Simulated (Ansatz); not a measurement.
Z-matrix (Å, degrees):
```
C
H 1 1.0933
H 1 1.0992 2 106.22
O 1 1.4215 2 106.27 3 -119.00
H 4 0.9604 1 108.52 2 -179.06
Si 1 1.8924 2 109.42 3 119.34
H 6 1.4853 1 110.72 2 55.02
H 6 1.4887 7 109.58 1 122.39
H 6 1.4907 7 108.53 8 118.88
```
Charge 0, spin multiplicity 1.

Computed with frozen-core CCSD(T)/cc-pVQZ // PBE0-D3(BJ)/def2-TZVP (Ansatz, a program for electronic structure).

The HF energy is -405.20560 Ha and the MP2 correlation energy comes out as -0.59031 Ha.

Problem. Estimate the CCSD correlation energy, the (T) correction, the total energy and the T1 diagnostic.

Solution. 
| Property | Result |
|---|---|
| CCSD correlation energy | -0.62137 Ha |
| (T) correction | -0.02283 Ha |
| CCSD(T) total energy | -405.84979 Ha |
| T1 diagnostic | 0.011 |
